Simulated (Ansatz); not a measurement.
Process, species as SMILES: [SiH3]CC -> [CH-](C)[SiH3] + H+

Wanted: gas-phase deprotonation energy (electronic), in kcal/mol. Conventions: no spin-orbit coupling; 6-311+G** with 5d, 6d on Na to Ar in Ansatz (a program for electronic structure); non-relativistic; valence correlation only; LANL2DZ with its own core potentials from Na on; six Cartesian d functions in 6-31G* and its kin unless marked 5d; dispersion terms only where a functional's name holds one. CBS marks a two-point X^-3 extrapolation of the correlation energy; Hartree-Fock from the larger set. Ab initio and DFT rows: single points at B3LYP-D3(BJ) geometries (Ansatz). Sets without +, aug- or the D of def2-TZVPD hold no diffuse functions, which anions need.

Coupled cluster (Ansatz) is a level with limits of its own, used here on species with T1 under 0.025 (0.045 for open shells) and stable references: CCSD(T)/CBS(aug-cc-pV(T+d)Z,aug-cc-pV(Q+d)Z).

Value to compare with, CCSD(T)/CBS(aug-cc-pV(T+d)Z,aug-cc-pV(Q+d)Z) (Ansatz): 401.4 kcal/mol.

```json
[
 {"level": "B3LYP/STO-3G", "program": "Ansatz", "gas-phase deprotonation energy (electronic) (kcal/mol)": "523.6", "difference": "122.2"},
 {"level": "B3LYP/3-21G", "program": "Ansatz", "gas-phase deprotonation energy (electronic) (kcal/mol)": "420.0", "difference": "18.6"},
 {"level": "B3LYP/LANL2DZ", "program": "Ansatz", "gas-phase deprotonation energy (electronic) (kcal/mol)": "416.1", "difference": "14.7"},
 {"level": "B3LYP/6-31G", "program": "Ansatz", "gas-phase deprotonation energy (electronic) (kcal/mol)": "417.8", "difference": "16.4"},
 {"level": "B3LYP/6-31G*", "program": "Ansatz", "gas-phase deprotonation energy (electronic) (kcal/mol)": "413.4", "difference": "12.0"},
 {"level": "B3LYP/6-31+G*", "program": "Ansatz", "gas-phase deprotonation energy (electronic) (kcal/mol)": "402.7", "difference": "1.3"},
 {"level": "B3LYP/6-31G**", "program": "Ansatz", "gas-phase deprotonation energy (electronic) (kcal/mol)": "414.2", "difference": "12.8"},
 {"level": "B3LYP/def2-SVP", "program": "Ansatz", "gas-phase deprotonation energy (electronic) (kcal/mol)": "408.5", "difference": "7.1"},
 {"level": "B3LYP/cc-pVDZ", "program": "Ansatz", "gas-phase deprotonation energy (electronic) (kcal/mol)": "409.2", "difference": "7.8"},
 {"level": "B3LYP/6-311+G**", "program": "Ansatz", "gas-phase deprotonation energy (electronic) (kcal/mol)": "402.2", "difference": "0.8"},
 {"level": "B3LYP/def2-TZVPD", "program": "Ansatz", "gas-phase deprotonation energy (electronic) (kcal/mol)": "401.1", "difference": "-0.3"}
]
```

Among the 10 habitual levels, B3LYP/STO-3G lies farthest from CCSD(T)/CBS(aug-cc-pV(T+d)Z,aug-cc-pV(Q+d)Z) (Ansatz) (122.2 kcal/mol); 10 of 10 lie above it, and their mean absolute difference is 21.4 kcal/mol, the median 12.4. One case shows no general order.

The sets are all those run for this method; left out are runs that failed, that the program found above a lower state of the same kind, or whose <S^2> lies over 0.5 above the pure value.
